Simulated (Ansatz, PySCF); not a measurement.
C6H12O2, charge -1, doublet, at a GFN2-xTB geometry (a state made from the parent by changing its charge; the spin is typed, not shown lowest) (in this run its highest filled SCF level lies above zero, so its values depend strongly on the basis, on diffuse functions most of all). Base run: R2SCAN/STO-3G (PySCF).

Input for PySCF:
```python
from pyscf import gto, scf, dft

mol = gto.M(
    atom='''
C    -3.509637    0.916776    0.055011
C    -2.494879   -0.205624   -0.140139
C    -1.095831    0.325829   -0.431900
C    -0.069452   -0.806838   -0.613998
O     1.202157   -0.334519   -0.893582
C     2.142556   -0.346264    0.280363
C     2.732752    1.055542    0.398610
O     1.789499   -1.018727    1.317169
H    -3.573613    1.532370   -0.841013
H    -4.500832    0.516400    0.268705
H    -3.210542    1.554744    0.884287
H    -2.458097   -0.823247    0.760278
H    -2.817426   -0.846426   -0.966543
H    -0.756755    0.954001    0.393873
H    -1.109924    0.940463   -1.337383
H    -0.015085   -1.399946    0.316015
H    -0.396954   -1.464972   -1.438925
H     2.016586    1.807022    0.779040
H     3.076999    1.391967   -0.580788
H     3.579342    1.027072    1.086074
''',
    basis='sto-3g',
    charge=-1,
    spin=1,
    verbose=3,
)

mf = dft.UKS(mol)
mf.xc = 'r2scan'
mf.kernel()
```

The same geometry, method and basis name were run in Ansatz (a first-principles code) and PySCF, at each program's defaults and at the settings that a row names. The base is PySCF at its defaults. Differences at the defaults can come from grids, fitting, cores and function types together.

| code and settings | ΔE vs base (µEh) | basis functions | E (Eh) | SCF cycles |
|---|---|---|---|---|
| PySCF, defaults (exact integrals, its default grid, spherical functions) | 0.0 | 52 | -381.03530 | 12 |
| Ansatz, defaults (factorised integrals, its default grid, spherical functions) | -91.1 | 52 | -381.03539 | - |
| PySCF, density fitting with def2-universal-jkfit | -2751 | 52 | -381.03805 | 12 |
| PySCF, fine grid | -44.9 | 52 | -381.03535 | 12 |
| Ansatz, high accuracy | -87.0 | 52 | -381.03539 | - |

Open shells are given as the SCF converged; they aren't shown to be the lowest states, and a large step between rows can be another state.
